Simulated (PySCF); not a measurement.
Constitutional and geometric isomers with formula C2H4B2. All species are isolated molecules in the gas phase. One relaxed conformer stands for each flexible species; it need not be the lowest. Strings in code marks are SMILES.

The four lowest singlet excitations (Tamm–Dancoff). All values below come from CAM-B3LYP-D3(BJ)/def2-TZVP (PySCF). Excitations are Tamm–Dancoff values on a coarser integration grid. The basis has no diffuse functions, so Rydberg states are missing or too high.

```csv
state,energy (eV),wavelength (nm),oscillator strength
S1,5.67,219,0.000
S2,5.85,212,0.090
S3,6.09,204,0.000
S4,6.22,199,0.000
```

Problem. Identify which member gives these states.
A. `BC1=CB1`
B. `B1=BCC1`
C. `CB1B=C1`
D. `B=BC=C`

Solution. A, `BC1=CB1`
